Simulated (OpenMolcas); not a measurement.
Levels of Ag3+ by method

```
Program             : OpenMolcas
Basis               : ANO-RCC-VTZP [7s6p4d2f1g]
Scalar Hamiltonian  : DKH2, point nucleus
Active space        : 8 electrons in 9 orbitals (RAS2 4d 5s; RAS3 5p, at most 2 electrons)
State averaging     : 2S+1 = 3 even, 60 roots; 2S+1 = 5 even, 10 roots kept (CI in the orbitals of an earlier block); 2S+1 = 1 even, 50 roots kept (CI in the orbitals of an earlier block); 2S+1 = 3 odd, 9 roots (0 in the spin-orbit step); 2S+1 = 5 odd, 21 roots kept (CI in the orbitals of an earlier block); 2S+1 = 1 odd, 9 roots kept (CI in the orbitals of an earlier block, 0 in the spin-orbit step)
Spin-orbit coupling : RASSI with atomic mean-field integrals over the reference wave functions, term energies averaged over their components
```

Methods on the same reference wave functions:
A. RASSCF
B. SS-RASPT2, IPEA 0.25 Eh, imaginary shift 0.1 Eh (closed shells correlated: 4s 4p)
C. MS-RASPT2, IPEA 0.25 Eh, imaginary shift 0.1 Eh (closed shells correlated: 4s 4p)

Energies in cm⁻¹ above 4d⁸ ³F₄, the measured ground level; measured values from the list in Gamrath, thesis, University of Mons (2023).

| Level | A | B | C | Measured |
| --- | --- | --- | --- | --- |
| 4d⁸ ³F₄ | 0.0 | 0.0 | 0.0 | 0.0 |
| 4d⁸ ³F₃ | 4153 | 4180 | 4180 | 4172 |
| 4d⁸ ³F₂ | 6199 | 5790 | 5790 | 5830 |
| 4d⁸ ³P₁ | 19972 | 16100 | 16100 | 15900 |
| 4d⁸ ³P₀ | 20312 | 16330 | 16330 | 16092 |
| 4d⁸ ¹G₄ | 24811 | 21250 | 21250 | 20570 |
| 4d⁸ ¹S₀ | 57246 | 48130 | 48130 | 47139 |
| 4d⁷ 5s ⁵F₅ | 94016 | 97080 | 97080 | 96397 |
| 4d⁷ 5s ⁵F₄ | 96592 | 99650 | 99650 | 99147 |
| 4d⁷ 5s ⁵F₃ | 98582 | 101640 | 101640 | 101261 |
| 4d⁷ 5s ⁵F₂ | 99932 | 102960 | 102970 | 102633 |
| 4d⁷ 5s ⁵F₁ | 100770 | 103780 | 103780 | 103472 |
| 4d⁷ 5s ³F₄(1) | 105701 | 107630 | 107630 |  |
| 4d⁷ 5s ³F₃(1) | 109139 | 110990 | 111000 |  |
| 4d⁷ 5s ³F₂(1) | 111209 | 113130 | 113130 |  |
| 4d⁷ 5s ⁵P₃ | 112186 | 112050 | 112060 |  |
| 4d⁷ 5s ⁵P₂ | 112510 | 112080 | 112070 | 110779 |
| 4d⁷ 5s ⁵P₁ | 114090 | 113810 | 113800 | 112612 |
| 4d⁷ 5s ³G₅ | 115768 | 116940 | 116940 | 115550 |
| 4d⁷ 5s ³G₄ | 116982 | 118100 | 118100 | 116806 |
| 4d⁷ 5s ³G₃ | 119043 | 120200 | 120200 | 119119 |
| 4d⁷ 5s ³H₆ | 121986 | 122820 | 122820 | 120871 |
| 4d⁷ 5s ¹G₄ [55 %] | 122423 | 123080 | 123080 |  |
| 4d⁷ 5s ³P₀(1) [62 %] | 122667 | 121470 | 121400 | 120216 |

Deviations, from unrounded energies. A percentage is the sum of absolute deviations over the sum of measured energies, with the sign that they share, or ± where signs differ.

```tsv
Against measurement	Levels	A	B	C
mean absolute deviation (cm-1)	18	2400	770	760
fine structure of the ground term (%)	2	±3.9	±0.5	±0.5
other terms of the ground configuration (%)	4	+22.7	+2.1	+2.1
other configurations (%)	12	±1.5	+0.9	+0.9
```

B, C lie about equally close to measurement and A furthest from it. The largest miss of C in the table is 4d⁷ 5s ³H₆, by +1900 cm-1. The ranking rests on the paired levels alone, and a cruder setting can come out closer through cancelling errors.

Between B and C the level of the table that moves most is 4d⁷ 5s ³P₀(1) [62 %], by 79 cm-1 (lowest in C, highest in B). Moves below CASPT2's spread within the term are not significant.

The two smallest mean deviations differ by little beside CASPT2's spread within terms, so their order carries little weight.

From A to B the spin-free energies of the other terms of 4d⁸ shown, above ³F, scale by factors of 0.75 to 0.83, as is usual when dynamic correlation screens the repulsion within a d or f shell.

The lowest spin-free term lies below A's lowest term by 0.451 hartree in B, 0.451 hartree in C.

CASPT2 breaks the degeneracy within a term, and the mean is taken; among the terms shown or strongly mixed into the levels shown the widest spread is 1100 cm-1 (4d⁸ ¹G, C). Some high roots are left out of the spin-orbit mixing, which shifts the levels that they would mix with. Terms from blocks run as CI alone lack orbitals of their own. A single d shell beside an s shell can misplace configurations of different d count against each other. Without dynamic correlation excited terms often stand tens of per cent too high (terms of higher spin than the ground term too low), and those without a measured partner can miss by more than the paired ones (holds for A). The CASPT2 spread within a term exceeds the gap to the next term for 4d⁷ 5s ¹G and 4d⁷ 5s ³H, so the order of their levels is uncertain, and so are names and mixing where such terms share a J (holds for B; C). Measured partners are found by configuration, term and J. A level has none where our copy of the source lacks it or the pairing is in doubt (some pairs that miss far off the trend of their configuration count as doubtful), and it then counts in no deviation. Levels of configurations outside the active space are missing. Levels that lie high or do not pair safely by name in every column are left out.

A share in square brackets marks a mixed level and gives the weight of the term that names it, the lowest over the columns. A number in round brackets counts repeated terms of one configuration in the order of the reference energies.
